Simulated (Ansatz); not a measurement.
Basis-set extrapolation for C$_{3}$H$_{6}$O$_{2}$Si (`COC#CO[SiH3]`) (PBE0-D4/def2-TZVP geometry, frozen core, Ansatz). Multiplicity 1, RHF reference.

```csv
,def2-TZVPP,def2-QZVPP
HF,-555.793134,-555.814611
MP2 correlation,-1.056161,-1.133604
CCSD(T) correlation,-1.138475,not run
```

Energies in hartree. Use E(X) = E(∞) + A·exp(−7.88·√X) for Hartree–Fock and E(X) = E(∞) + B·X^(−2.97) for correlation, with X = 3 and 4, and add CCSD(T) minus MP2 of the smaller set to the MP2 limit.

Problem. What is the CCSD(T) energy at the basis-set limit?

Solution. HF limit: -555.814611 + (-0.021477) × 0.13774 = -555.81757. MP2 limit: -1.133604 + (-0.077443) × 0.74074 = -1.19097. Higher-order term: -1.138475 − (-1.056161) = -0.08231. Total: -557.09085 hartree, 4.33 eV below CCSD(T)/def2-TZVPP.
